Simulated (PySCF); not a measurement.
# Static response to an electric field

Compound: 3-methylthiophene-2-carbonitrile, C₆H₅NS.
SMILES with atom numbers: `[CH3:1][c:2]1[cH:3][cH:4][s:5][c:6]1[C:7]#[N:8]` (hydrogens: H9, H10, H11 on C1; H12 on C3; H13 on C4)

Geometry (PBE0-D3(BJ)/def2-SVP, Å), atoms numbered from 1 in this order:
```xyz
13
C6H5NS angstrom
C     -1.2545   -1.0099    0.5753
C     -0.0660   -0.2365    0.1083
C      1.2678   -0.7323    0.0834
C      2.1728    0.1731   -0.4062
S      1.4393    1.6504   -0.8543
C     -0.1186    1.0603   -0.3786
C     -1.2718    1.8697   -0.5039
N     -2.2242    2.5269   -0.6035
H     -2.1340   -0.3634    0.6961
H     -1.0492   -1.5021    1.5375
H     -1.5133   -1.7993   -0.1486
H      1.5441   -1.7316    0.4228
H      3.2481    0.0444   -0.5264
```

Level: PBE0/def2-SVPD (PySCF), static field, nuclei fixed, core orbitals frozen in the response. The polarisability tensor in these axes (au):

```
x   112.97 -10.50  -4.67
y   -10.50 101.87 -15.19
z    -4.67 -15.19  63.49
```

Q: Give the principal values, the mean and the anisotropy Δα = √{½[(α1 − α2)² + (α2 − α3)² + (α1 − α3)²]}.

A: Principal values 57.07, 101.64 and 119.61 au; mean 92.78 au = 13.75 Å³ = 15.30 × 10⁻⁴⁰ C²·m²/J; Δα = 55.78 au (60 % of the mean).

Q: What is the dipole moment, and where does it point?

A: (3.30, -3.53, 0.78) D, 4.89 D in size, pointing from the negative to the positive side. Measured along this direction, the outermost atoms are N8 at the negative end and H12 at the positive end.

Q: Sum over states: ᾱ = Σ f/ω², ω in Eh. What share falls to these 6 lowest TDDFT singlets (eV, f)? 5.13, 0.2085; 5.30, 0.0967; 5.68, 0.0002; 6.15, 0.0001; 6.24, 0.0001; 6.42, 0.0005.

A: They add up to 8.42 au, 9.1 % of the 92.78 au; the largest single term is 5.86 au, from the state at 5.13 eV. Terms in order: 5.86, 2.55, 0.00, 0.00, 0.00, 0.01 au. Higher excitations give the rest. The strengths listed sum to 0.306.

Q: Give the principal axes and the span of the nuclei along them.

A: Largest value along (0.83, -0.56, 0.08), where the nuclei span 5.91 Å; middle along (0.55, 0.75, -0.37), 4.61 Å; least along (0.14, 0.35, 0.93), 1.73 Å. The response follows the extents in order.

Q: What would n − 1 = 2πNα be for an ideal gas of these molecules at 350 K and 1 atm, electronic part alone?

A: N = p/kT = 2.0968 × 10¹⁹ cm⁻³, so n − 1 = 2π × N × 13.75 × 10⁻²⁴ cm³ = 1811 × 10⁻⁶ at long wavelengths, for an ideal gas.

Q: Give the eigenvalues of the traceless quadrupole moment Θ = ½Σq(3rr − r²1), origin at the centre of nuclear charge.

A: -10.16, -0.78, 10.94 D·Å. The values depend on the origin, since the dipole doesn't vanish. The electronic extent ⟨r²⟩ about the same centre is 1063 bohr², a root-mean-square distance of 2.16 Å for the 64 electrons.

Q: Estimate the molar refractivity from the static electronic polarisability.

A: Lorentz–Lorenz: R = (4π/3)N_A α = 2.5225 cm³/(mol·Å³) × 13.75 Å³ = 34.7 cm³/mol, in the limit of long wavelengths.

Isolated species at its PBE0-D3(BJ)/def2-SVP geometry, gas phase.

These values come from a run that also computed excited states. On AMD EPYC 7R43, one thread, on a shared host, this took 25 s of wall time and 0.89 GiB of memory at its peak.
